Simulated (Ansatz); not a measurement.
CH5BOSi can be A, `O[SiH]1BC1`, or B, `B[SiH2]C=O`.

Program: Ansatz. Geometries: PBE0-D4/def2-TZVP. ΔE: electronic, gas phase. CCSD(T)/CBS is the MP2 limit (def2-TZVPP, def2-QZVPP) plus CCSD(T) − MP2 in def2-TZVPP, frozen cores. Functionals use def2-TZVPP. B3LYP here is the variant with VWN-RPA as its local correlation; programs differ in this. Each species was taken in one conformer, which may not be the lowest.

(1) Which is lower in electronic energy at CCSD(T)/CBS, and by how much? (Best estimate.)

(2) Give E(B) − E(A) in kcal/mol with CCSD(T)/def2-SVP, HF/def2-TZVPP, B3LYP-D4, BLYP-D4, r2SCAN-D4, CCSD/def2-TZVPP, ωB97M-V. (An estimate is asked.)

(3) Does the order hold for the free energy at 298.15 K (harmonic terms from PBE0-D4)? (An estimate is asked.)

Largest T1 diagnostic: 0.016.

## Answers

(1) Ansatz gave: A, by 32.7 kcal/mol.

(2) The calculation gave: CCSD(T)/def2-SVP 21.7, HF/def2-TZVPP 17.7, B3LYP-D4 27.9, BLYP-D4 25.6, r2SCAN-D4 33.3, CCSD/def2-TZVPP 29.1, ωB97M-V 33.1. None reverses the order clearly.

(3) Computed: Yes: G(B) − G(A) = +27.5 kcal/mol, for one conformer each. Modes under 60 cm⁻¹, often nearly free rotors, make the harmonic entropy too high.

At CCSD(T), def2-SVP lies −11.0 kcal/mol from the extrapolated value and def2-TZVPP −2.1 kcal/mol. From r2SCAN to r2SCAN0 (25 % exact exchange), in def2-TZVPP and without D4, E(B) − E(A) moves by +1.5 kcal/mol.
